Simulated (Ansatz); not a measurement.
Consider the formal exchange of groups at the Si–O bond: `C[SiH](O)I` + fluoromethane → `C[SiH](I)CF` + H₂O.

Computed with Ansatz on PBE0-D4/def2-TZVP structures; ΔE is electronic, products minus reactants. CCSD(T)/CBS adds triple-zeta CCSD(T) − MP2 to the extrapolated MP2 energy (def2 sets, frozen cores). This one scheme is used for every species. Functionals use def2-TZVPP. Elements past krypton have def2 core potentials. For I outer-core shells are correlated without core-valence functions, which leaves a few kJ/mol of doubt a bond. Each species was taken in one conformer, which may not be the lowest.

```tsv
level	ΔE (kJ/mol)	difference from CCSD(T)/CBS
PBE-D4	102.8	-7.7
r2SCAN-D4	114.7	4.2
PBE0-D4	107.2	-3.3
ωB97X-V	112.8	2.3
ωB97M-V	112.6	2.1
r2SCAN	115.7	5.2
HF/def2-TZVPP	134.0	23.5
MP2/def2-TZVPP	115.4	4.9
CCSD/def2-TZVPP	115.4	4.9
CCSD(T)/def2-TZVPP	112.9	2.4
HF/def2-QZVPP	134.8	24.3
MP2/def2-QZVPP	114.3	3.8
SCS-MP2/def2-QZVPP	117.4	6.9
HF/CBS(def2)	134.9	24.4
MP2/CBS(def2)	113.0	2.5
CCSD/CBS(def2)	112.9	2.4
CCSD(T)/CBS	110.5	0
```

Largest T1 diagnostic among the species: 0.010.

From PBE to PBE0 (25 % exact exchange), in def2-TZVPP and without D4, ΔE moves by +4.2 kJ/mol. The D4 term adds −4.8 kJ/mol with B3LYP and −2.9 kJ/mol with PBE0; it sums over pairs of atoms, weighted by their polarisabilities, and B3LYP, whose exchange is more repulsive, gets the larger term. In def2-TZVPP, CCSD(T) changes the Hartree–Fock value by −21.1 kJ/mol (the triples alone add −2.5 kJ/mol) and MP2 by −18.5 kJ/mol.

B3LYP here is the variant with VWN-RPA as its local correlation; programs differ in this.
